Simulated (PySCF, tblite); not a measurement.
C8H7Si (doublet state).
Cartesian coordinates in Å at the GFN2-xTB level; atoms count from 1:
```
atom  x, y, z in Å
C1     3.4541   -0.2831    1.2313
C2     2.6302   -0.5602    0.4004
Si3    1.3479   -0.9661   -0.8727
C4    -0.2699   -0.1476   -0.3310
C5    -0.4600    1.2144   -0.5260
C6    -1.6405    1.8377   -0.1271
C7    -2.5953    1.0609    0.4599
C8    -2.4657   -0.2784    0.6784
C9    -1.2787   -0.8861    0.2723
H10    4.1771   -0.0432    1.9577
H11    1.7756   -0.4109   -2.1629
H12    1.1782   -2.4222   -0.9337
H13    0.3134    1.8088   -0.9936
H14   -1.7769    2.8974   -0.2856
H15   -3.2433   -0.8640    1.1468
H16   -1.1539   -1.9485    0.4334
```

Jobs on this species (16 atoms, 69 electrons) with PySCF (density fitting) and tblite. Hardware of each: one thread, Arm Neoverse N1 (aarch64), shared host. Other jobs ran on the host; a repeat could differ by tens of per cent or more.

**Question.** Rank these jobs by wall time, shortest first.
A. GFN2-xTB; L-BFGS relaxation
B. GFN2-xTB; Hessian by finite differences
C. UKS B3LYP, pcH-1 on C H Si, non-relativistic, mean-field spin-orbit, GIAO; unrestricted SCF, g, hyperfine, density and orbital grids written; 305 basis functions

**Answer.** A (0.59 s), B (0.99 s), C (3.3 min).

All jobs:

```json
{"level and settings": "GFN2-xTB", "work": "L-BFGS relaxation", "basis functions": "–", "SCF cycles": "–", "wall time": "0.59 s"}
{"level and settings": "GFN2-xTB", "work": "Hessian by finite differences", "basis functions": "–", "SCF cycles": "–", "wall time": "0.99 s"}
{"level and settings": "UKS B3LYP, pcH-1 on C H Si, non-relativistic, mean-field spin-orbit, GIAO", "work": "unrestricted SCF, g, hyperfine, density and orbital grids written", "basis functions": "305", "SCF cycles": "15", "wall time": "3.3 min"}
```

**Question.** What do all jobs in the table cost together?

**Answer.** About 3.3 min; the longest takes about 99 % of that, and about 340 times as long as the shortest.
